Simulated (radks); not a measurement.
Values are calculated unless marked as measured or tabulated.
Neutral cadmium, 48 electrons, occupied as [Kr] 4d10 5s2. Level of theory: scalar-relativistic Kohn-Sham, RPBE, spin-unpolarised, spherical densities, finite nucleus; Fermi nuclear charge, rms radius 4.6087 fm (a radial shooting solver on a logarithmic mesh with Libxc functionals).

Local quantities along the radius. ELF = 1/(1 + alpha^2) is the electron localisation function; alpha = (tau - tau_W)/tau_unif compares the Pauli kinetic energy density with that of the uniform gas. tau is taken from the large components.

```
   r/bohr * ELF (the largest magnitude, 0.999, reaches the edge; | marks zero)
 0.002171 |                                                      *
 0.002896 |                                                      *
 0.003863 |                                                      *
 0.005193 |                                                      *
 0.006927 |                                                      *
 0.009238 |                                                      *
  0.01242 |                                                      *
  0.01657 |                                                     *
   0.0221 |                                                 *
  0.02971 |                                   *
  0.03962 |                   *
  0.05285 |                  *
  0.07105 |                                 *
  0.09476 |                                         *
   0.1264 |                                 *
   0.1699 |                *
   0.2266 |                          *
   0.3023 |                                         *
   0.4064 |                                   *
   0.5421 |          *
    0.723 |                           *
   0.9643 |                                         *
    1.296 |                                *
    1.729 |                  *
    2.306 |             *
    3.101 |                    *
    4.136 |                              *
    5.516 |                                     *
    7.416 |                                      *
    9.891 |                            *
```

On this mesh the ELF has minima near r = 0.046, 0.17, 0.54, 2.3 bohr, which separate the shells, and maxima near 0.0012 (1.00), 0.095 (0.76), 0.35 (0.76), 0.96 (0.76), 6.4 (0.73).
